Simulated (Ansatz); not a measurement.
Reactions of CH7AlOSSi, SMILES `C[O][AlH][S][SiH3]`.

Isolated molecules relaxed with PBE0-D4/def2-TZVP in Ansatz; ΔE leaves out vibrations. CBS: MP2 limit from def2 TZ/QZ plus the TZ coupled-cluster correction, frozen cores. This one scheme is used for every species. DFT in def2-TZVPP. For Ga, Ge, Se outer-core shells are correlated without core-valence functions, which leaves a few kJ/mol of doubt a bond. Scalar relativity is left out up to krypton. Each species was taken in one conformer, which may not be the lowest.

| reaction | MP2/CBS(def2) (kcal/mol) | CCSD/CBS(def2) (kcal/mol) | B2PLYP (kcal/mol) | CCSD(T)/CBS(def2) (kcal/mol) |
| --- | --- | --- | --- | --- |
| `C[O][AlH][S][SiH3]` + `[OH][Ga]([OH])[Cl]` → `[OH][Ga]([Cl])[O][SiH3]` + `C[O][AlH][SH]` | -8.1 | -9.7 | -10.4 | -8.9 |
| `C[O][AlH][S][SiH3]` + `CCBS` → `C[O][AlH][BH]S` + `CCS[SiH3]` | 47.9 | 46.3 | 45.9 | 45.7 |
| `C[O][AlH][S][SiH3]` + `C[O][Ge][F]` → `[F][AlH][S][SiH3]` + `C[O][Ge][O]C` | -4.9 | -4.1 | -3.5 | -4.5 |
| `C[O][AlH][S][SiH3]` + `OB(O)Cl` → `OB(Cl)O[SiH3]` + `C[O][AlH][SH]` | -5.8 | -7.4 | -8.1 | -6.6 |
| `C[O][AlH][S][SiH3]` + `CC=N` → `C/C=N\[SiH3]` + `C[O][AlH][SH]` | 7.8 | 7.4 | 5.9 | 7.6 |
| `C[O][AlH][S][SiH3]` + `N=C(O)[SiH3]` → `N=C([SiH3])O[SiH3]` + `C[O][AlH][SH]` | -4.7 | -5.6 | -6.3 | -5.2 |
| `C[O][AlH][S][SiH3]` + `OC(F)[SeH]` → `C[O][AlH][SeH]` + `OC(F)S[SiH3]` | -1.1 | -1.3 | -1.0 | -1.3 |
| `C[O][AlH][S][SiH3]` + `N=C(O)[SiH3]` → `[SiH3][AlH][S][SiH3]` + `COC(=N)O` | 33.6 | 31.4 | 31.8 | 31.0 |
| `C[O][AlH][S][SiH3]` + `SC[SiH2]S` → `C[O][AlH][SiH2]S` + `[SiH3]SCS` | 43.3 | 41.4 | 40.4 | 40.9 |
| `C[O][AlH][S][SiH3]` + CH₃OH → `C[O][AlH][O]C` + `[SiH3]S` | -2.0 | -3.2 | -5.1 | -2.5 |

Largest T1 diagnostic: 0.015, for `C[O][Ge][F]`.
